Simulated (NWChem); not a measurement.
System: C$_{5}$H$_{3}$F; SMILES C#CC(F)=C=C

The following NWChem deck was run.

```
start job
memory heap 200 mb stack 900 mb global 1100 mb
geometry units angstroms noautoz
  C      0.941726     2.338686     0.000000
  C      0.332092     1.275186     0.000000
  C     -0.378883     0.042366     0.000000
  F     -1.735173     0.150108     0.000000
  C      0.205045    -1.152611     0.000000
  C      0.808763    -2.319515     0.000000
  H      1.480565     3.276021     0.000000
  H      1.074331    -2.835187     0.941557
  H      1.074331    -2.835187    -0.941557
end
basis spherical
  * library def2-svp
end
dft
  xc r2scan
  iterations 150
  vectors input atomic output neutral.movecs
end
task dft energy
charge 1
dft
  odft
  mult 2
  vectors input atomic output cation.movecs
end
task dft energy
```

Parts of the log:

```
             Northwest Computational Chemistry Package (NWChem) 7.3.0
             --------------------------------------------------------

 CS  symmetry detected

                             Geometry "geometry" -> ""
                             -------------------------

 Output coordinates in angstroms (scale by  1.889725989 to convert to a.u.)

  No.       Tag          Charge          X              Y              Z
 ---- ---------------- ---------- -------------- -------------- --------------
    1 C                    6.0000     0.95493452     2.33703328     0.00000000
    2 C                    6.0000     0.34508508     1.27365681     0.00000000
    3 C                    6.0000    -0.36613966     0.04098087     0.00000000
    4 F                    9.0000    -1.72240780     0.14899763     0.00000000
    5 C                    6.0000     0.21754625    -1.15411440     0.00000000
    6 C                    6.0000     0.82102784    -2.32114069     0.00000000
    7 H                    1.0000     1.49396339     3.27425910     0.00000000
    8 H                    1.0000     1.08649136    -2.83686647     0.94155700
    9 H                    1.0000     1.08649136    -2.83686647    -0.94155700

 Effective nuclear repulsion energy (a.u.)     179.8803264136

      Symmetry information
      --------------------

 Group name             Cs
 Group number              2
 Group order               2
 No. of unique centers     8

                                 NWChem DFT Module
                                 -----------------

 Summary of "ao basis" -> "ao basis" (spherical)
 ------------------------------------------------------------------------------
       Tag                 Description            Shells   Functions and Types
 ---------------- ------------------------------  ------  ---------------------
 C                          def2-svp                 6       14   3s2p1d
 F                          def2-svp                 6       14   3s2p1d
 H                          def2-svp                 3        5   2s1p

      Symmetry analysis of basis
      --------------------------

        a'         69
        a"         30

            General Information
            -------------------
          SCF calculation type: DFT
          Wavefunction type:  closed shell.
          No. of atoms     :     9
          No. of electrons :    42
           Alpha electrons :    21
            Beta electrons :    21
          Charge           :     0
          Spin multiplicity:     1
          Use of symmetry is: on ; symmetry adaption is: on
          Maximum number of iterations: 150
          AO basis - number of functions:    99
                     number of shells:    45
          Convergence on energy requested:  1.00D-06
          Convergence on density requested:  1.00D-05
          Convergence on gradient requested:  5.00D-04

              XC Information
              --------------
                      r^2SCAN Method XC Functional
               r^2SCAN metaGGA Exchange Functional  1.000
                     r^2SCAN Correlation Potential  1.000

             Grid Information
             ----------------
          Grid used for XC integration:  medium
          Radial quadrature: Mura-Knowles
          Angular quadrature: Lebedev.
          Tag              B.-S. Rad. Rad. Pts. Rad. Cut. Ang. Pts.
          ---              ---------- --------- --------- ---------
          C                   0.70       49          13.0       434
          F                   0.50       49          11.0       434
          H                   0.35       45          14.0       434
          Grid pruning is: on
          Number of quadrature shells:   384
          Spatial weights used:  Erf1

      Superposition of Atomic Density Guess
      -------------------------------------

 Sum of atomic energies:        -288.91440105

      Non-variational initial energy
      ------------------------------

 Total energy =    -291.815506
 1-e energy   =    -749.078225
 2-e energy   =     277.382392
 HOMO         =      -0.246861
 LUMO         =      -0.036116

      Symmetry analysis of molecular orbitals - initial
      -------------------------------------------------

  Numbering of irreducible representations:

     1 a'          2 a"

  Orbital symmetries:

     1 a'          2 a'          3 a'          4 a'          5 a'
     6 a'          7 a'          8 a'          9 a'         10 a'
    11 a'         12 a'         13 a"         14 a'         15 a'
    16 a"         17 a'         18 a"         19 a'         20 a'
    21 a"         22 a'         23 a"         24 a'         25 a'
    26 a'         27 a"         28 a"         29 a'         30 a'
    31 a'

   convergence    iter        energy       DeltaE   RMS-Dens  Diis-err
 ---------------- ----- ----------------- --------- --------- ---------
 d= 0,ls=0.0,diis     1   -291.5644908171 -4.71D+02  1.44D-02  6.68D-01
 d= 0,ls=0.0,diis     2   -291.5197399115  4.48D-02  8.48D-03  1.22D+00
 d= 0,ls=0.0,diis     3   -291.6240840244 -1.04D-01  3.84D-03  1.54D-01
 d= 0,ls=0.0,diis     4   -291.6291472726 -5.06D-03  2.00D-03  1.05D-01
 d= 0,ls=0.0,diis     5   -291.6431592890 -1.40D-02  4.91D-04  2.42D-03
  Resetting Diis
 d= 0,ls=0.0,diis     6   -291.6433988466 -2.40D-04  2.10D-04  4.22D-04
 d= 0,ls=0.0,diis     7   -291.6434632954 -6.44D-05  2.12D-04  6.19D-05
 d= 0,ls=0.0,diis     8   -291.6434181324  4.52D-05  1.50D-04  3.61D-04
 d= 0,ls=0.0,diis     9   -291.6434724933 -5.44D-05  7.44D-06  7.85D-07
 d= 0,ls=0.0,diis    10   -291.6434725759 -8.26D-08  2.67D-06  1.25D-07

         Total DFT energy =     -291.643472575913
      One electron energy =     -752.720136313486
           Coulomb energy =      319.493957389199
    Exchange-Corr. energy =      -38.297620065227
 Nuclear repulsion energy =      179.880326413600

 Numeric. integr. density =       41.999999394694

                  Occupations of the irreducible representations
                  ----------------------------------------------

                     irrep           alpha         beta
                     --------     --------     --------
                     a'               17.0         17.0
                     a"                4.0          4.0

                       DFT Final Molecular Orbital Analysis
                       ------------------------------------

 Vector   19  Occ=2.000000D+00  E=-2.932710D-01  Symmetry=a'
              MO Center=  4.1D-01, -2.3D-01,  1.9D-15, r^2= 4.2D+00
   Bfn.  Coefficient  Atom+Function         Bfn.  Coefficient  Atom+Function
  ----- ------------  ---------------      ----- ------------  ---------------
    60      0.301093  5 C  px                18      0.273534  2 C  px
    74      0.256469  6 C  px                 4      0.201826  1 C  px
    63      0.171972  5 C  px                46     -0.166371  4 F  px
    77      0.156316  6 C  px                75      0.146792  6 C  py
     5     -0.138520  1 C  py                21      0.134892  2 C  px

 Vector   20  Occ=2.000000D+00  E=-2.672657D-01  Symmetry=a'
              MO Center=  6.1D-01,  3.0D-01, -9.2D-15, r^2= 4.7D+00
   Bfn.  Coefficient  Atom+Function         Bfn.  Coefficient  Atom+Function
  ----- ------------  ---------------      ----- ------------  ---------------
     4      0.300593  1 C  px                74     -0.269183  6 C  px
    18      0.262906  2 C  px                60     -0.213455  5 C  px
    19     -0.190293  2 C  py                 7      0.189087  1 C  px
    77     -0.184597  6 C  px                21      0.166825  2 C  px
     5     -0.159710  1 C  py                63     -0.146158  5 C  px

 Vector   21  Occ=2.000000D+00  E=-2.253842D-01  Symmetry=a"
              MO Center=  2.4D-01,  1.4D-01,  3.0D-14, r^2= 4.1D+00
   Bfn.  Coefficient  Atom+Function         Bfn.  Coefficient  Atom+Function
  ----- ------------  ---------------      ----- ------------  ---------------
    62      0.359028  5 C  pz                 6     -0.312901  1 C  pz
    34      0.302915  3 C  pz                65      0.271341  5 C  pz
     9     -0.218270  1 C  pz                48      0.208905  4 F  pz
    20     -0.178417  2 C  pz                37      0.161771  3 C  pz
    51     -0.162194  4 F  pz                90     -0.130768  8 H  s

 Vector   22  Occ=0.000000D+00  E=-7.030164D-02  Symmetry=a'
              MO Center=  3.7D-01, -7.2D-01, -3.9D-16, r^2= 4.6D+00
   Bfn.  Coefficient  Atom+Function         Bfn.  Coefficient  Atom+Function
  ----- ------------  ---------------      ----- ------------  ---------------
    77      0.428157  6 C  px                74      0.348141  6 C  px
    60     -0.307493  5 C  px                63     -0.308981  5 C  px
     7      0.273766  1 C  px                 4      0.224220  1 C  px
    64     -0.214098  5 C  py                46      0.196969  4 F  px
    78      0.194164  6 C  py                31      0.177788  3 C  s

 Vector   23  Occ=0.000000D+00  E=-6.296886D-02  Symmetry=a"
              MO Center=  3.7D-01,  1.1D-01,  1.4D-15, r^2= 4.6D+00
   Bfn.  Coefficient  Atom+Function         Bfn.  Coefficient  Atom+Function
  ----- ------------  ---------------      ----- ------------  ---------------
    65      0.422139  5 C  pz                62      0.407337  5 C  pz
     9      0.389009  1 C  pz                 6      0.323488  1 C  pz
    34     -0.318971  3 C  pz                37     -0.286674  3 C  pz
    23     -0.261770  2 C  pz                91     -0.230490  8 H  s
    96      0.230490  9 H  s                 20     -0.213993  2 C  pz

[...]
```

Level: r2SCAN/def2-SVP, vertical spin-unrestricted ions. The geometry was optimised at PBE-D3(BJ)/def2-SVP.
